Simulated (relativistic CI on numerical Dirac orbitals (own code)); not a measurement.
## One change at a time: Ho XLIX

Base calculation: Dirac-Coulomb-Breit CI, orbitals from a KLI potential per configuration, model QED, unscaled Slater integrals.

Configuration list (outside the closed core [Ne]): 3s²3p⁶3d, 3s²3p⁵3d², 3s3p⁶3d², 3s²3p⁶4s, 3s²3p⁶4p, 3s²3p⁶4d, 3s²3p⁵3d4s, 3s²3p⁶4f, 3s²3p⁵3d4p, 3p⁶3d³, 3p⁵3d⁴, 3p⁵3d³4s. Double excitations out of closed p, d and f shells are left out; levels of such configurations are missing from the list, as are those of other unlisted configurations, and high levels can miss mixing partners. These lack a partner that the ground configuration has and come out too high: 3s²3p⁵3d4p.

Variants: (1) configuration mixing switched off; (2) only the first 3 configurations. Shifts of the energy above 3s²3p⁶3d ²D3/2, in eV, for the lowest level and the first level of each name with at least 55 % of one term (blank where a level changes its place among those of its configuration and J or its character, or is not in the variant):

| Level | Base | Δ(1) | Δ(2) |
| --- | --- | --- | --- |
| 3s²3p⁶3d ²D3/2 | 0.000 | 0.000 | 0.000 |
| 3s²3p⁶3d ²D5/2 | 48.320 | +0.012 | -0.001 |
| 3s²3p⁵3d² ⁴D°1/2 | 221.732 | -0.388 | -0.179 |
| 3s²3p⁵3d² ⁴G°9/2 | 269.171 | -0.392 | -0.183 |
| 3s²3p⁵3d² ²H°11/2 | 278.637 | -0.391 | -0.182 |
| 3s²3p⁵3d² ²G°9/2 | 293.976 | -0.391 | -0.182 |
| 3s²3p⁵3d² ²F°5/2 | 317.494 | -0.107 | +0.102 |
| 3s²3p⁵3d² ⁴G°11/2 | 318.569 | -0.389 | -0.181 |
| 3s²3p⁵3d² ²P°1/2 | 323.632 | -0.347 | -0.138 |
| 3s3p⁶3d² ⁴F3/2 | 627.517 | -0.556 | -0.307 |
| 3s3p⁶3d² ⁴P1/2 | 652.750 | -0.475 | -0.266 |
| 3s3p⁶3d² ⁴F7/2 | 673.404 | -0.544 | -0.335 |
| 3s3p⁶3d² ⁴P3/2 | 683.731 | -0.559 | -0.332 |
| 3s3p⁶3d² ²F5/2 | 691.463 | -0.410 | -0.191 |

At this charge energies of transitions that change n are usually good to better than 1 %, and those within a shell (Δn = 0) to a few per cent.

Ionisation energy from the two ground configurations alone: base 4130.61 eV. The NIST ASD value (theoretical) is 4131 eV.

LS names give the leading component of a level, which can be under half, so a name can repeat, a term be missing and a line seem to break the LS rules.
